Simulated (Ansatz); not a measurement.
Job for Ansatz (a program for electronic structure): U-CCSD(T)/def2-TZVPP on AlB-, 2S+1 = 4, a spin state set in the input, which need not be the lowest, a point of a bond scan (R = 2.071 Å). Charge -1.

Ansatz 0.2 input:
```yaml
crystal:
  periodic: [false, false, false]
  atoms:
    - {symbol: B, position_ang: [0.00000000, 0.00000000, 0.00000000]}
    - {symbol: Al, position_ang: [0.00000000, 0.00000000, 2.07082100]}
basis:
  gaussian:
    orbitals: def2-TZVPP
total_charge: -1
magnetization: {spin_polarized: true, initial_magnetization: 3}
correlation: {method: ccsd_t, electrons: valence}
output: {orbitals: {seedname: ./end}}
```

Output:

```
WARN ansatz: RAYON_NUM_THREADS=2 ignored (pool sized by the plan → 2); use --threads N
Functional definition: HF
integrals: 0.07 GiB planned
456 factors; integrals over basis functions are off by at most 9.4e-4 eV
mean field: 0.12 GiB planned
mean field evaluation 1: about -7250.3970 eV, gradient 6.8e0 eV
mean field evaluation 2: about -7250.3993 eV, gradient 6.8e0 eV
mean field evaluation 4: about -7251.2808 eV, gradient 1.7e0 eV
mean field evaluation 8: about -7251.4696 eV, gradient 3.1e-1 eV
mean field evaluation 16: about -7251.4778 eV, gradient 2.0e-6 eV
mean field evaluation 32: about -7251.3206 eV, gradient 1.3e0 eV
mean field evaluation 64: about -7249.4882 eV, gradient 6.7e-1 eV
mean field evaluation 96: about -7248.6802 eV, gradient 7.2e-1 eV
mean field evaluation 128: about -7248.3808 eV, gradient 4.2e0 eV
mean field evaluation 160: about -7249.4690 eV, gradient 1.3e-3 eV
mean field evaluation 192: about -7249.1122 eV, gradient 3.6e-3 eV
mean field -7251.47782774 eV, -266.4868949413 hartree, gradient 2.0e-6 eV, S^2 3.756644; 10 other end points of the search recorded, 0 dependent functions left out
determinant -7251.47782774 eV, -266.4868949413 hartree, with singles and doubles -7255.64767983 eV, -266.6401341790 hartree
determinant -7249.57525275 eV, -266.4169766000 hartree, with singles and doubles -7253.30514124 eV, -266.5540474739 hartree
determinant -7249.46902360 eV, -266.4130727507 hartree, with singles and doubles -7253.32150080 eV, -266.5546486765 hartree
determinant -7249.46289771 eV, -266.4128476283 hartree, with singles and doubles -7253.26980939 eV, -266.5527490522 hartree
determinant -7248.71414110 eV, -266.3853313306 hartree, with singles and doubles -7251.99894395 eV, -266.5060456088 hartree
determinant -7248.43708533 eV, -266.3751497189 hartree, with singles and doubles -7252.87723095 eV, -266.5383220605 hartree
determinant -7248.26788558 eV, -266.3689317426 hartree, with singles and doubles -7252.97996018 eV, -266.5420972901 hartree
6 core orbitals not correlated
reference -7251.47782774 eV, -266.4868949413 hartree; 5, 2 occupied and 62, 65 virtual orbitals, 456 factors
second order -3.36641828 eV of doubles, -0.00000000 eV of singles
coupled cluster: 0.19 GiB planned
cycle   1  -4.09569122 eV  change   -1.7e-1 eV  update   2.1e-2
cycle   2  -4.10673568 eV  change   -1.1e-2 eV  update   6.5e-3
cycle   3  -4.11049728 eV  change   -3.8e-3 eV  update   3.7e-3
cycle   4  -4.11509626 eV  change   -4.6e-3 eV  update   2.4e-3
cycle   5  -4.11708276 eV  change   -2.0e-3 eV  update   1.1e-3
cycle   6  -4.11765461 eV  change   -5.7e-4 eV  update   3.7e-4
cycle   7  -4.11791775 eV  change   -2.6e-4 eV  update   1.5e-4
cycle   8  -4.11789279 eV  change    2.5e-5 eV  update   6.2e-5
cycle   9  -4.11789674 eV  change   -4.0e-6 eV  update   2.3e-5
cycle  10  -4.11789068 eV  change    6.1e-6 eV  update   8.3e-6
perturbative correction -0.27629888 eV, -0.0101537965 hartree
Total energy: -7255.87201730 eV, -266.6483784290 hartree
```

Self-consistency was reached.

Cost: very roughly 4 core-seconds.
